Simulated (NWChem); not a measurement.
System: C₃H₇Si, doublet; SMILES C1C[SiH]C1

The following NWChem deck was run.

```
start job
memory heap 200 mb stack 700 mb global 900 mb
geometry units angstroms noautoz
  C      0.202748    -1.258755     0.000000
  C     -0.158375    -0.349670     1.220708
  Si     0.019035     1.122637     0.000000
  C     -0.158375    -0.349670    -1.220708
  H      1.277363    -1.470108     0.000000
  H     -0.328052    -2.220814     0.000000
  H     -1.190494    -0.510110     1.548328
  H      0.501957    -0.425042     2.088316
  H      1.424783     1.661592     0.000000
  H      0.501957    -0.425042    -2.088316
  H     -1.190494    -0.510110    -1.548328
end
basis spherical
  * library 6-31g*
end
dft
  odft
  mult 2
  xc b3lyp
  iterations 150
  mulliken
end
task dft energy
```

In the optimisation the excess spin sits in a' (Cs, its own frame). The geometry was optimised at B3LYP/6-31G* (spherical d), spin-unrestricted. No stability test was run on the SCF state. B3LYP is NWChem's, with the RPA form of VWN correlation.

Problem. Give the results of this calculation. (B3LYP/6-31G* (spherical d), spin-unrestricted.) Quantities: energy (Ha); highest occupied level (eV); lowest empty minus highest occupied level, either spin (eV); dipole (D); <S²>.

Solution. 
```
Quantity                                                       Value
-----------------------------------------------------------  -------
energy (Ha)                                                  -407.95
highest occupied level (eV)                                    -5.26
lowest empty minus highest occupied level, either spin (eV)     2.82
dipole (D)                                                      0.90
<S²>                                                           0.751
```
